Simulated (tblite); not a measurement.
Compound: C5H6ClFO2 (charge +1 and doublet state).
Geometry (GFN2-xTB, Å), atoms numbered from 1 in this order:
```xyz
15
C5H6ClFO2 angstrom
O      0.250   -1.214    0.363
C      0.462   -0.036    0.251
C      1.775    0.538    0.030
C      2.836   -0.292   -0.022
Cl     2.737   -1.953    0.169
C     -0.697    0.998    0.302
O     -1.857    0.442    0.801
C     -2.397   -0.621    0.124
F     -2.320   -0.457   -1.215
H      1.884    1.602   -0.092
H      3.832    0.102   -0.205
H     -0.806    1.354   -0.736
H     -0.431    1.828    0.963
H     -1.823   -1.551    0.359
H     -3.449   -0.733    0.422
```

Computed with GFN2-xTB (tblite): harmonic, unscaled wavenumbers at the GFN2-xTB geometry, gas phase. The method is semi-empirical: single wavenumbers can be off by several per cent or more. One conformer, not necessarily the lowest. Open shells enter through the occupations alone, without spin polarisation, and single modes of such species can be off by tens of per cent.

Harmonic wavenumbers (cm⁻¹): 47.2, 71.8, 101.8, 130.0, 223.4, 256.8, 281.8, 318.2, 373.5, 488.6, 557.7, 597.1, 696.3, 758.6, 769.3, 842.1, 872.2, 902.0, 968.9, 988.0, 1043.2, 1052.1, 1109.8, 1129.6, 1155.0, 1186.3, 1224.6, 1243.9, 1266.6, 1331.8, 1370.6, 1490.3, 1700.7, 2692.4, 2857.4, 2917.6, 2978.8, 2999.9, 3118.0.

A = 3166, B = 692.2, C = 624.2 MHz; mass 152.004 u (most abundant isotopes); point group C1, symmetry number 1; spin multiplicity 2.

**Question.** Zero-point energy?

**Answer.** Half the sum of the wavenumbers: 22057 cm⁻¹ = 263.86 kJ/mol.

**Question.** What is S at 298.15 K and 1 bar for an ideal gas of classical rigid rotors and harmonic oscillators?

**Answer.** Translation 171.51, rotation 124.86, vibration 111.22, spin (R ln 2) 5.76: S = 413.4 J/(mol K).

**Question.** And Cp and H(298.15 K) − H(0)?

**Answer.** Cp = 145.80 J/(mol K), of which vibrations give 112.54 (their classical limit is 39 R = 324.3); H(298.15 K) − H(0) = 27.15 kJ/mol without the zero-point energy, 17.24 from vibrations.

**Question.** Blend soft modes into free rotors: weight 1/[1 + (100 cm⁻¹/ν̃)⁴] for the oscillator and the rest for a rotor with moment μB/(μ + B), μ = h/(8π²ν), B = 10⁻⁴⁴ kg m². What vibrational entropy results?

**Answer.** 101.42 J/(mol K) in place of 111.22, which changes −T·S at 298.15 K by +2.92 kJ/mol.

**Question.** What must be added to the electronic energy to get the Gibbs energy at 298.15 K and 1 bar?

**Answer.** ZPE + [H(298.15 K) − H(0)] − T·S = 263.86 + 27.15 − 123.24 = 167.77 kJ/mol.

**Question.** How do the functions run with temperature in this model?

**Answer.** 
```json
{"T (K)": "100", "S (J/(mol K))": "300.0", "Cp (J/(mol K))": "75.0", "H − H(0) (kJ/mol)": "5.35", "G − H(0) (kJ/mol)": "-24.65", "ln q(vib)": "1.68"}
{"T (K)": "200", "S (J/(mol K))": "362.8", "Cp (J/(mol K))": "110.0", "H − H(0) (kJ/mol)": "14.61", "G − H(0) (kJ/mol)": "-57.95", "ln q(vib)": "4.11"}
{"T (K)": "300", "S (J/(mol K))": "414.3", "Cp (J/(mol K))": "146.5", "H − H(0) (kJ/mol)": "27.42", "G − H(0) (kJ/mol)": "-96.85", "ln q(vib)": "6.47"}
{"T (K)": "500", "S (J/(mol K))": "504.7", "Cp (J/(mol K))": "209.1", "H − H(0) (kJ/mol)": "63.38", "G − H(0) (kJ/mol)": "-188.98", "ln q(vib)": "11.05"}
{"T (K)": "800", "S (J/(mol K))": "616.3", "Cp (J/(mol K))": "264.2", "H − H(0) (kJ/mol)": "135.26", "G − H(0) (kJ/mol)": "-357.80", "ln q(vib)": "17.51"}
{"T (K)": "1000", "S (J/(mol K))": "677.8", "Cp (J/(mol K))": "286.3", "H − H(0) (kJ/mol)": "190.43", "G − H(0) (kJ/mol)": "-487.36", "ln q(vib)": "21.44"}
```

q(vib) and H(0) count from the zero-point level.

**Question.** Which modes carry the vibrational entropy at 298.15 K?

**Answer.** 47.2 cm⁻¹: 20.63; 71.8 cm⁻¹: 17.17; 101.8 cm⁻¹: 14.31; 130.0 cm⁻¹: 12.33; 223.4 cm⁻¹: 8.08; 256.8 cm⁻¹: 7.04 J/(mol K); the other 33 give 31.66 together.

Hindered rotation and anharmonicity are outside this model. Other conformers, if any are populated, would add a mixing term that is left out. The structure is chiral; the term R ln 2 for an equal mix with its mirror image is left out.
